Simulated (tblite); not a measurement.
Species: C6H6F4N2.
Numbering: `[CH3:1][CH2:2][n:3]1[n:4][c:5]([F:6])[cH:7][c:8]1[C:9]([F:10])([F:11])[F:12]` (hydrogens: H13, H14, H15 on C1; H16, H17 on C2; H18 on C7)

Structure used (GFN2-xTB), in Å, numbered top down from 1:
```xyz
18
C6H6F4N2 angstrom
C      2.1009   -0.4622    0.8519
C      1.3911   -0.4600   -0.4990
N     -0.0385   -0.5612   -0.3348
N     -0.6043   -1.7512   -0.2285
C     -1.8880   -1.5278   -0.0360
F     -2.7455   -2.5238    0.1086
C     -2.1891   -0.1615   -0.0109
C     -0.9531    0.4293   -0.2042
C     -0.6157    1.8758   -0.2756
F     -1.6960    2.6426   -0.1218
F     -0.0552    2.2225   -1.4511
F      0.2661    2.2517    0.6706
H      3.1749   -0.4313    0.6964
H      1.8106    0.4015    1.4441
H      1.8507   -1.3673    1.3989
H      1.6982   -1.3305   -1.0819
H      1.6230    0.4481   -1.0586
H     -3.1387    0.3114    0.1203
```

Method: GFN2-xTB as coded in tblite; computed harmonic values from a numerical Hessian at the method's own geometry, unscaled. Errors from tens to a few hundred cm⁻¹ against measured bands are possible. One conformer, not necessarily the lowest.

Harmonic wavenumbers (cm⁻¹): 36.5, 77.2, 115.7, 123.9, 139.1, 194.3, 272.0, 282.9, 310.3, 345.2, 368.5, 433.3, 453.5, 515.4, 547.1, 623.0, 648.2, 659.4, 666.0, 769.0, 804.1, 828.5, 987.5, 1020.9, 1033.0, 1039.4, 1082.9, 1090.5, 1101.9, 1121.4, 1206.1, 1235.9, 1315.9, 1346.7, 1406.3, 1407.9, 1443.5, 1472.7, 1483.3, 1488.3, 1495.2, 1558.7, 2994.0, 2996.4, 3058.1, 3060.0, 3065.4, 3208.7.

A = 1288, B = 760.9, C = 544.0 MHz; mass 182.047 u (most abundant isotopes); point group C1, symmetry number 1.

What is the zero-point energy?

Half the sum of the wavenumbers: 26467 cm⁻¹ = 316.61 kJ/mol.

What is S at 298.15 K and 1 bar for an ideal gas of classical rigid rotors and harmonic oscillators?

Translation 173.76, rotation 128.78, vibration 138.48: S = 441.0 J/(mol K).

And Cp and H(298.15 K) − H(0)?

Cp = 177.35 J/(mol K), of which vibrations give 144.09 (their classical limit is 48 R = 399.1); H(298.15 K) − H(0) = 31.80 kJ/mol without the zero-point energy, 21.89 from vibrations.

Which modes carry the vibrational entropy at 298.15 K?

36.5 cm⁻¹: 22.76; 77.2 cm⁻¹: 16.57; 115.7 cm⁻¹: 13.27; 123.9 cm⁻¹: 12.71; 139.1 cm⁻¹: 11.78; 194.3 cm⁻¹: 9.15 J/(mol K); the other 42 give 52.23 together.

What must be added to the electronic energy to get the Gibbs energy at 298.15 K and 1 bar?

ZPE + [H(298.15 K) − H(0)] − T·S = 316.61 + 31.80 − 131.49 = 216.92 kJ/mol.

Blend soft modes into free rotors: weight 1/[1 + (100 cm⁻¹/ν̃)⁴] for the oscillator and the rest for a rotor with moment μB/(μ + B), μ = h/(8π²ν), B = 10⁻⁴⁴ kg m². What vibrational entropy results?

128.01 J/(mol K) in place of 138.48, which changes −T·S at 298.15 K by +3.12 kJ/mol.

Hindered rotation and anharmonicity are outside this model. Other conformers, if any are populated, would add a mixing term that is left out. The structure is chiral; the term R ln 2 for an equal mix with its mirror image is left out.
